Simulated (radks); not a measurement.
Question: Ce, 58 electrons, occupied as [Xe] 4f1 5d1 6s2 (the NIST ground configuration). Calculated with a radial shooting solver on a logarithmic mesh with Libxc functionals: Dirac Kohn-Sham, PBE, spin-unpolarised, spherical densities, point nucleus; open shells are shared between the two j in proportion to 2j + 1. Some entries of the table are withheld. Estimate them.

orbital      occ.  eigenvalue (eV)  <r> (bohr)
1s1/2           2        -40236.01     0.02457
2s1/2           2        -6439.620         (1)
2p1/2           2        -6079.584     0.08795
2p3/2           4        -5632.980     0.09415
3s1/2           2        -1386.684      0.2783
3p1/2           2        -1234.303      0.2681
3p3/2           4        -1146.537      0.2802
3d3/2           4        -880.2799      0.2513
3d5/2           6        -861.4348      0.2552
4s1/2           2        -280.6005      0.6373
4p1/2           2        -224.0136      0.6561
4p3/2           4        -205.1654      0.6833
4d3/2           4        -112.3045      0.7388
4d5/2           6        -109.0023      0.7484
5s1/2           2         -40.5385       1.518
5p1/2           2         -25.1277       1.704
5p3/2           4         -22.3830       1.786
4f5/2    0.428571          -5.5668       1.099
4f7/2    0.571429          -5.2350       1.111
6s1/2           2          -3.7446       4.349
5d3/2         0.4              (2)       2.912
5d5/2         0.6              (3)       2.984

Answer: 
(1) 2s1/2 <r> (bohr): 0.1047
(2) 5d3/2 eigenvalue (eV): -3.1790
(3) 5d5/2 eigenvalue (eV): -2.9772
